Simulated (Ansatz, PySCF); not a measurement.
H₆O₂P₂Sn, SMILES [OH][Sn]([OH])([PH2])[PH2]. Atoms are numbered in the order given.

```xyz
11

O     -0.0115    -1.6517     1.6470
Sn    -0.1064    -0.5035     0.0092
O     -0.5913    -1.6887    -1.5301
P      2.2900     0.3152    -0.1737
P     -2.1046     1.0608     0.0915
H     -0.8529    -2.0985     1.8196
H      0.0573    -2.3965    -1.6548
H      1.8850     1.4496    -0.9464
H      2.1706     1.0222     1.0641
H     -1.7809     1.5855    -1.1993
H     -1.3421     2.0626     0.7719
```
Charge 0, spin multiplicity 1.

Geometry optimised at B3LYP-D3(BJ)/def2-SVP. The structure was generated by enumeration; whether it is a known compound was not checked. The def2 effective core potentials stand for the cores of Sn; spin–orbit coupling is left out. Other conformers were not sampled.

Two levels are set side by side: PBE-D3(BJ)/def2-SVP (Ansatz, a quantum-chemistry and plane-wave program) and B3LYP-D3(BJ)/def2-SVP (Ansatz). Each level has its own optimised geometry; the coordinates shown are those of the second. Frequencies come from the Hessian of PySCF at each geometry. Differences are taken from unrounded values.

```
quantity                            B3LYP-D3(BJ)  PBE-D3(BJ)  PBE-D3(BJ) minus B3LYP-D3(BJ)
----------------------------------  ------------  ----------  -----------------------------
mean bond length (Å)                       1.674       1.686                          0.011
bond O1–Sn2 (Å)                            2.002       2.019                          0.016
bond Sn2–O3 (Å)                            2.002       2.019                          0.016
bond Sn2–P4 (Å)                            2.539       2.546                          0.007
bond Sn2–P5 (Å)                            2.539       2.546                          0.007
bond O1–H6 (Å)                             0.968       0.978                          0.009
bond O3–H7 (Å)                             0.968       0.978                          0.009
bond P4–H8 (Å)                             1.431       1.443                          0.012
bond P4–H9 (Å)                             1.430       1.443                          0.012
bond P5–H10 (Å)                            1.430       1.443                          0.012
bond P5–H11 (Å)                            1.431       1.443                          0.012
highest harmonic wavenumber (cm⁻¹)          3818        3702                           -115
mean harmonic wavenumber (cm⁻¹)              985         957                            -29
zero-point energy (kcal/mol)               38.03       36.92                          -1.11
```

GGA bonds tend to be longer and softer than those of functionals with exact exchange. Differences between two approximate levels are no errors against the true value.
